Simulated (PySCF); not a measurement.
I₃Sn, doublet, at a GFN2-xTB geometry (such geometries of metal compounds can be far from the true shape) (the spin is typed, not shown lowest) (core potentials on I, Sn); M062X/def2-SV(P) run with PySCF.

PySCF was given this input:
```python
from pyscf import gto, scf, dft

mol = gto.Mole()
mol.atom = '''
    Sn    0.196530    0.571490    0.381762
    I     2.431866   -0.564879   -0.827202
    I    -0.997166   -1.308867    2.051792
    I    -1.620106    1.334605   -1.584742
'''
mol.basis = 'def2-sv(p)'
mol.ecp = {'I': 'def2-sv(p)', 'Sn': 'def2-sv(p)'}
mol.charge = 0
mol.spin = 1
mol.verbose = 5
mol.build()

mf = dft.UKS(mol)
mf.xc = 'm062x'
mf.kernel()
```

It wrote (shortened):

```
PySCF version 2.14.0

[INPUT] verbose = 5
[INPUT] max_memory = 4000
[INPUT] num. atoms = 4
[INPUT] num. electrons = 97
[INPUT] charge = 0
[INPUT] spin (= nelec alpha-beta = 2S) = 1
[INPUT] symmetry False subgroup None
[INPUT] Mole.unit = angstrom
[INPUT] Symbol           X                Y                Z      unit          X                Y                Z       unit  Magmom
[...]
[INPUT] ---------------- BASIS SET ----------------
[INPUT] l, kappa, [nprim/nctr], expnt,             c_1 c_2 ...
[INPUT] I
[...]
                                1.7625986449      0.35271525193
[...]
                                23.336842412      -0.14989397324
                                19.583446104      0.36436474913
                                8.5112089186      -0.75538138199
                                2.1996161861      0.82816359356
                                1.0668970454      0.4216104811
[...]
                                10.558754576      -0.3837037278
                                1.5015895485      0.83554174719
                                0.64597173095     0.16787259488
[...]
                                15.616239482      -0.0050768108881
                                4.5266002139      0.29151065356
                                2.0529808766      0.51145783605
                                0.87640281623     0.31232025297
[...]
[INPUT] Sn
[...]
                                1.3672524155      0.22980877714
[...]
                                23.661818008      -0.1677606503
                                19.946281315      0.33989090393
                                6.8240270454      -0.84441791529
                                1.8771488722      0.92646952846
                                0.82033199226     0.5309109449
[...]
                                8.8171842499      -0.32351709661
                                1.2347028371      0.83846760898
                                0.57869142617     0.2329497705
[...]
                                20.852179275      -0.0068210073667
                                3.6907832774      0.27938420495
                                1.584940453       0.52607409874
                                0.62772693365     0.36149465348
[...]
nuclear repulsion = 532.256396144529
number of shells = 40
number of NR pGTOs = 244
number of NR cGTOs = 104
basis = def2-sv(p)
ecp = {'I': 'def2-sv(p)', 'Sn': 'def2-sv(p)'}

******** <class 'pyscf.dft.uks.UKS'> ********
method = UKS
initial guess = minao
damping factor = 0
level_shift factor = 0
DIIS = <class 'pyscf.scf.diis.CDIIS'>
diis_start_cycle = 1
diis_space = 8
diis_damp = 0
SCF conv_tol = 1e-09
SCF conv_tol_grad = None
SCF max_cycles = 50
direct_scf = True
direct_scf_tol = 1e-13
number electrons alpha = 49  beta = 48
XC library pyscf.dft.libxc version 7.1.2
    S. Lehtola, C. Steigemann, M. J. T. Oliveira, and M. A. L. Marques,  SoftwareX 7, 1–5 (2018)
XC functionals = m062x
    Y. Zhao and D. G. Truhlar,  Theor. Chem. Acc. 120, 215 (2008)
    Y. Zhao and D. G. Truhlar,  Theor. Chem. Acc. 120, 215 (2008)
radial grids:
    Treutler-Ahlrichs [JCP 102, 346 (1995); DOI:10.1063/1.469408] (M4) radial grids

becke partition: Becke, JCP 88, 2547 (1988); DOI:10.1063/1.454033
pruning grids: <function nwchem_prune>
grids dens level: 3
symmetrized grids: False
atomic radii adjust function: <function treutler_atomic_radii_adjust>
small_rho_cutoff = 0
Set gradient conv threshold to 3.16228e-05
Density of valence part of ANO basis will be used as initial guess for Sn
Density of valence part of ANO basis will be used as initial guess for I
atom Sn rad-grids = 95, ang-grids = [ 50  50  50  50  50  50  50  50  50  50  50  50  50  50  50  50  50  50
  50  50  50  50  50  50  50  50  50  50  50  50  86  86  86  86  86  86
  86  86  86  86  86  86  86  86  86  86 350 350 350 350 350 350 350 350
 350 350 350 434 434 434 434 434 434 434 434 434 434 434 434 434 434 434
 434 434 434 434 434 434 434 434 350 350 350 350 350 350 350 350 350 350
 350 350 350 350 350]
atom I rad-grids = 95, ang-grids = [ 50  50  50  50  50  50  50  50  50  50  50  50  50  50  50  50  50  50
  50  50  50  50  50  50  50  50  50  50  50  50  86  86  86  86  86  86
  86  86  86  86  86  86  86  86  86  86 350 350 350 350 350 350 350 350
 350 350 350 434 434 434 434 434 434 434 434 434 434 434 434 434 434 434
 434 434 434 434 434 434 434 434 350 350 350 350 350 350 350 350 350 350
 350 350 350 350 350]
tot_boxes 2925, boxes in each direction [13 11 13]
Padding 0 grids
tot grids = 87832
nelec by numeric integration = [45.23703311 45.23703311]
E1 = -2654.5412698730065  E2 = 1133.9420234192223  Ecoul = 1205.2048627216466  Exc = -71.26283930242427
init E= -988.342850309255
cond(S) = 266.58205202390616

  alpha mo_energy =
[-10.01125674 -10.01117973 -10.01117929  -7.99880609  -7.93828583
  -7.93828538  -7.93823785  -7.93172253  -7.93167736  -7.93167699
  -7.93128352  -7.93128021  -7.93127935  -6.25716769  -6.25716623
  -6.24890213  -4.80184746  -4.80184516  -4.80149093  -4.79826407
  -4.79826138  -4.79787419  -4.7976781   -4.79753369  -4.79753256
  -4.79136315  -4.79136134  -4.79135678  -4.7913542   -4.79135267
  -4.79134714  -3.63827812  -3.63827521  -3.62923257  -3.62922371
  -3.62690555  -2.57948509  -2.54648278  -2.54647424  -2.23284576
  -1.99185631  -1.99185426  -1.91634064  -1.91034861  -1.9103274
  -1.90063303  -1.90062568  -1.89883144  -1.85880589  -1.64628397
  -1.63170283  -1.63169797  -1.2622126   -1.26220731  -1.21057788
  -1.19710791  -1.19709202  -1.13643045  -1.06563006  -1.05079235
  -1.05074016  -1.0395568   -1.03951759  -1.03582302  -1.03364941
  -1.03362048  -1.03261165  -1.0240625   -1.00089222  -1.00082029
  -0.9699218   -0.93590693  -0.93586813  -0.9162898   -0.90792237
  -0.90788048  -0.80952862  -0.79777544  -0.7977698   -0.78254247
  -0.7825083   -0.77589946  -0.71389285  -0.71388188  -0.70351783
  -0.57729961  -0.56180646  -0.56176978  11.68679148  11.90918857
[...]
  1.85763610e+01  1.86341436e+01  1.86787785e+01  1.86787837e+01
  1.86864032e+01  1.87156447e+01  1.88048460e+01  1.88048668e+01
  5.15232488e+01  5.58557131e+01  5.58557391e+01  5.59401670e+01]
  beta  mo_energy =
[-7.11145745e+00 -7.11145391e+00 -7.11141681e+00 -5.40891924e+00
 -5.10441034e+00 -5.10440651e+00 -5.10437097e+00 -5.09538254e+00
 -5.09538223e+00 -5.09534412e+00 -5.09487397e+00 -5.09486719e+00
 -5.09482971e+00 -3.72270797e+00 -3.72270744e+00 -3.72204742e+00
 -2.07255218e+00 -2.07253768e+00 -2.07249680e+00 -2.06949579e+00
 -2.06948673e+00 -2.06945230e+00 -2.06907877e+00 -2.06906430e+00
 -2.06903660e+00 -2.06154712e+00 -2.06154264e+00 -2.06154061e+00
 -2.06153350e+00 -2.06150180e+00 -2.06149948e+00 -1.23225632e+00
 -1.23225566e+00 -1.23046473e+00 -1.23022142e+00 -1.23021666e+00
 -7.92698987e-01 -7.77449725e-01 -7.77441790e-01 -5.28818299e-01
 -3.84693076e-01 -3.84683460e-01 -3.54011721e-01 -3.36839648e-01
 -3.36808611e-01 -3.30399378e-01 -3.30386393e-01 -3.25208141e-01
 -1.63380740e-01 -6.18806620e-02 -1.48059288e-02 -1.47983179e-02
  1.51646970e-01  1.86448853e-01  1.86465141e-01  2.27890230e-01
  2.55987145e-01  2.55997867e-01  2.97924761e-01  3.17207160e-01
  3.17211061e-01  4.15353534e-01  4.15391081e-01  4.18436615e-01
  4.23605648e-01  4.23633753e-01  4.35573698e-01  4.36412956e-01
  4.44710464e-01  4.44733117e-01  4.57364138e-01  4.64910266e-01
  4.64932326e-01  4.67454470e-01  4.72000710e-01  4.72048868e-01
  4.82042075e-01  5.09687042e-01  5.38069054e-01  5.38078227e-01
  5.72122102e-01  5.72169474e-01  6.26099116e-01  6.60981610e-01
  6.61021186e-01  8.05514028e-01  8.55244235e-01  8.55260653e-01
  1.44537102e+01  1.46924176e+01  1.46924211e+01  1.85761970e+01
  1.85762027e+01  1.86338528e+01  1.86785090e+01  1.86785138e+01
  1.86862113e+01  1.87149909e+01  1.88039967e+01  1.88040173e+01
  5.15228706e+01  5.58554416e+01  5.58554674e+01  5.59399204e+01]
multiplicity <S^2> = 0.76062483  2S+1 = 2.0105968
nelec by numeric integration = [48.99999993 47.99999999]
E1 = -2992.1921116502563  E2 = 1352.6991655498464  Ecoul = 1437.2233035912338  Exc = -84.52413804138749
cycle= 13 E= -1107.23654995588  delta_E= -1.3e-10  |g|= 3.08e-06  |ddm|= 3.62e-05
  alpha mo_energy =
[-7.11244204e+00 -7.11243383e+00 -7.11239996e+00 -5.41127843e+00
 -5.10676720e+00 -5.10675952e+00 -5.10672698e+00 -5.09612294e+00
 -5.09611767e+00 -5.09608347e+00 -5.09533657e+00 -5.09532506e+00
 -5.09529062e+00 -3.72532248e+00 -3.72353489e+00 -3.72353412e+00
 -2.07530968e+00 -2.07530030e+00 -2.07526215e+00 -2.07203892e+00
 -2.07203484e+00 -2.07200403e+00 -2.07136575e+00 -2.07135506e+00
 -2.07132847e+00 -2.06232977e+00 -2.06232480e+00 -2.06232288e+00
 -2.06231166e+00 -2.06228435e+00 -2.06228027e+00 -1.23493662e+00
 -1.23479092e+00 -1.23478866e+00 -1.23290923e+00 -1.23290693e+00
 -8.03731992e-01 -7.88455396e-01 -7.88449352e-01 -5.58512622e-01
 -4.01705969e-01 -4.01701434e-01 -3.66721366e-01 -3.44300158e-01
 -3.44274459e-01 -3.33360240e-01 -3.33350499e-01 -3.28321652e-01
 -3.00976828e-01 -6.75283886e-02 -2.85142664e-02 -2.84929715e-02
  1.54695233e-01  1.91084732e-01  1.91112694e-01  2.32531744e-01
  2.49620157e-01  2.49659498e-01  2.85920137e-01  3.10870735e-01
  3.10874928e-01  4.12274664e-01  4.12330517e-01  4.13034166e-01
  4.21617036e-01  4.21631284e-01  4.28483925e-01  4.33103487e-01
  4.37246205e-01  4.37278649e-01  4.53179234e-01  4.62182446e-01
  4.62201789e-01  4.65081325e-01  4.69262380e-01  4.69310883e-01
  4.78161825e-01  5.07982234e-01  5.37921240e-01  5.37935773e-01
  5.61066785e-01  5.61124097e-01  6.26121901e-01  6.57176423e-01
  6.57213124e-01  8.02900042e-01  8.57494371e-01  8.57508615e-01
  1.44513835e+01  1.46916737e+01  1.46916818e+01  1.85763558e+01
  1.85763619e+01  1.86341446e+01  1.86787798e+01  1.86787845e+01
  1.86864042e+01  1.87156458e+01  1.88048470e+01  1.88048679e+01
  5.15232492e+01  5.58557141e+01  5.58557406e+01  5.59401683e+01]
  beta  mo_energy =
[-7.11145896e+00 -7.11145032e+00 -7.11141574e+00 -5.40891898e+00
 -5.10441180e+00 -5.10440295e+00 -5.10436989e+00 -5.09538398e+00
 -5.09537881e+00 -5.09534310e+00 -5.09487546e+00 -5.09486369e+00
 -5.09482867e+00 -3.72270772e+00 -3.72270720e+00 -3.72204721e+00
 -2.07255242e+00 -2.07253550e+00 -2.07249575e+00 -2.06949526e+00
 -2.06948534e+00 -2.06945131e+00 -2.06907903e+00 -2.06906211e+00
 -2.06903556e+00 -2.06154806e+00 -2.06154255e+00 -2.06153905e+00
 -2.06153050e+00 -2.06150084e+00 -2.06149852e+00 -1.23225608e+00
 -1.23225542e+00 -1.23046452e+00 -1.23022120e+00 -1.23021644e+00
 -7.92698553e-01 -7.77449561e-01 -7.77441120e-01 -5.28817808e-01
 -3.84692703e-01 -3.84683276e-01 -3.54011369e-01 -3.36839220e-01
 -3.36808165e-01 -3.30399184e-01 -3.30385842e-01 -3.25207770e-01
 -1.63380646e-01 -6.18802849e-02 -1.48055739e-02 -1.47980507e-02
  1.51647367e-01  1.86449381e-01  1.86465381e-01  2.27890851e-01
  2.55987515e-01  2.55998222e-01  2.97925012e-01  3.17207796e-01
  3.17210885e-01  4.15353823e-01  4.15391416e-01  4.18436868e-01
  4.23606017e-01  4.23634099e-01  4.35574140e-01  4.36413420e-01
  4.44711021e-01  4.44733497e-01  4.57364463e-01  4.64910733e-01
  4.64932629e-01  4.67454819e-01  4.72000986e-01  4.72049380e-01
  4.82042426e-01  5.09687380e-01  5.38069373e-01  5.38078619e-01
  5.72122237e-01  5.72169896e-01  6.26099610e-01  6.60981933e-01
  6.61021697e-01  8.05514406e-01  8.55245044e-01  8.55260786e-01
  1.44537105e+01  1.46924179e+01  1.46924214e+01  1.85761983e+01
  1.85762035e+01  1.86338538e+01  1.86785103e+01  1.86785147e+01
  1.86862123e+01  1.87149920e+01  1.88039977e+01  1.88040185e+01
  5.15228710e+01  5.58554426e+01  5.58554689e+01  5.59399216e+01]
multiplicity <S^2> = 0.76062479  2S+1 = 2.0105967
nelec by numeric integration = [48.99999993 47.99999999]
E1 = -2992.19207681278  E2 = 1352.6991307123508  Ecoul = 1437.2232662158203  Exc = -84.5241355034696
Extra cycle  E= -1107.2365499559  delta_E= -1.96e-11  |g|= 2.17e-06  |ddm|= 1.22e-05
converged SCF energy = -1107.2365499559  <S^2> = 0.76062479  2S+1 = 2.0105967
```
